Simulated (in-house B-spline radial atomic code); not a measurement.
Configurations of Ar³⁺, with energies counted from [Ne] 3s2 3p3. Level of theory: Dirac-Hartree-Fock, average of configuration, Fermi nucleus of rms radius 3.4274 fm; calculated with a radial B-spline atomic code at the basis-set limit. Energies include first-order Breit, QED and recoil terms.

Occupations are held fixed; configurations that lie above the ionisation limit could autoionise.

```tsv
configuration	E - E(ref) (eV)	highest orbital	its <r> (bohr)
[Ne] 3s2 3p2 4s1	29.306	4s1/2	3.076
[Ne] 3s1 3p3 3d1	39.467	3d5/2	1.665
[Ne] 3s2 3p2 6g1	50.482	6g9/2	10.99
[Ne] 3s1 3p3 6d1	66.535	6d5/2	11.18
[Ne] 3s1 3p3 6f1	67.245	6f5/2	11.74
[Ne] 3s1 3p3 6g1	67.338	6g9/2	10.98
[Ne] 3s1 3p3 7d1	68.448	7d5/2	15.79
```

Task: Order these further configurations by energy, lowest first.
A. [Ne] 3s2 3p2 6s1
B. [Ne] 3s2 3p2 6d1
C. [Ne] 3s1 3p3 5d1
D. [Ne] 3s1 3p3 4f1
E. [Ne] 3s2 3p2 7g1

Result: A (47.314 eV), B (49.697 eV), E (52.087 eV), D (59.574 eV), C (63.24 eV).

Task: How far above the reference does [Ne] 3s1 3p3 7f1 lie?

Result: 68.881 eV; its least bound orbital is 7f5/2 with <r> = 16.57 bohr.

Task: How far above the reference does [Ne] 3s1 3p3 5g1 lie?

Result: 64.678 eV; its least bound orbital is 5g9/2 with <r> = 6.865 bohr.
